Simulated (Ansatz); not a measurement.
Computed with Ansatz on PBE0-D4/def2-TZVP structures; ΔE is electronic, products minus reactants. CCSD(T)/CBS adds triple-zeta CCSD(T) − MP2 to the extrapolated MP2 energy (def2 sets, frozen cores). Functionals use def2-TZVPP. HSE06 is defined as in plane-wave codes. Elements past krypton have def2 core potentials. For Ge, Sn, Te outer-core shells are correlated without core-valence functions, which leaves a few kJ/mol of doubt a bond. Scalar relativity is left out up to krypton. One conformer a species, not always the lowest.

`[CH3][GeH2][TeH]` + `[OH][SnH]([OH])[OH]` → `[CH3][Sn]([OH])([OH])[OH]` + `[GeH3][TeH]`  (formal exchange of groups at a C–Ge bond)

```json
{"level": "LDA (SPW92)", "ΔE (kJ/mol)": "-6.3", "difference from CCSD(T)/CBS": "2.7"}
{"level": "BLYP-D4", "ΔE (kJ/mol)": "-9.6", "difference from CCSD(T)/CBS": "-0.6"}
{"level": "r2SCANh-D4", "ΔE (kJ/mol)": "-7.3", "difference from CCSD(T)/CBS": "1.7"}
{"level": "HSE06-D4", "ΔE (kJ/mol)": "-6.9", "difference from CCSD(T)/CBS": "2.1"}
{"level": "B2PLYP", "ΔE (kJ/mol)": "-8.7", "difference from CCSD(T)/CBS": "0.3"}
{"level": "PBE", "ΔE (kJ/mol)": "-8.7", "difference from CCSD(T)/CBS": "0.3"}
{"level": "BLYP", "ΔE (kJ/mol)": "-10.8", "difference from CCSD(T)/CBS": "-1.8"}
{"level": "SCS-MP2/def2-TZVPP", "ΔE (kJ/mol)": "-7.5", "difference from CCSD(T)/CBS": "1.5"}
{"level": "HF/def2-QZVPP", "ΔE (kJ/mol)": "-6.0", "difference from CCSD(T)/CBS": "3.0"}
{"level": "HF/CBS(def2)", "ΔE (kJ/mol)": "-6.1", "difference from CCSD(T)/CBS": "2.9"}
{"level": "CCSD(T)/CBS", "ΔE (kJ/mol)": "-9.0", "difference from CCSD(T)/CBS": "0"}
```

Largest T1 diagnostic among the species: 0.014.

From BLYP to BHLYP (50 % exact exchange), in def2-TZVPP and without D4, ΔE moves by +3.1 kJ/mol. Leaving LDA and LC-ωPBE aside and taking each functional with its dispersion term where it has one, the values, not all of them listed here, spread over 5.5 kJ/mol, from BLYP-D4 to B97M-V.
